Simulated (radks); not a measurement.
Polarisability of the manganese ion Mn7+, [Ar], at imaginary frequency. Method: non-relativistic Kohn-Sham, LDA (Slater exchange, VWN5 correlation), spin-polarised, spherical densities, point nucleus; computed with a radial shooting solver on a logarithmic mesh with Libxc functionals. Response by self-consistent Sternheimer equations with the Hartree and adiabatic LDA kernel.

w (hartree)  alpha1(iw) (bohr^3)  alpha2(iw) (bohr^5)
0.00266                   0.6333               0.4716
0.0143                    0.6333               0.4716
0.0360                    0.6332               0.4715
0.0697                    0.6328               0.4714
0.118                     0.6320               0.4712
0.186                     0.6300               0.4707
0.280                     0.6259               0.4695
0.413                     0.6175               0.4672
0.605                     0.6006               0.4623
0.892                     0.5666               0.4520
1.35                      0.5012               0.4299
2.12                      0.3885               0.3826
3.59                      0.2378               0.2900
6.94                      0.1027               0.1511
17.5                     0.02652              0.03572

Static values: alpha1 = 0.6333 bohr^3 (0.09384 angstrom^3; uncoupled 1.019), alpha2 = 0.4716 bohr^5, alpha3 = 0.7578 bohr^7. C6 = 0.8397, C8 = 3.927, triple-dipole C9 = 0.3849 atomic units. One-pole (London) frequency 4 C6 / (3 alpha1^2) = 2.792 hartree, against 6.709 for minus the highest occupied eigenvalue. The dipole shielding factor is 0.720, as the force sum rule N/Z = 0.720 demands.
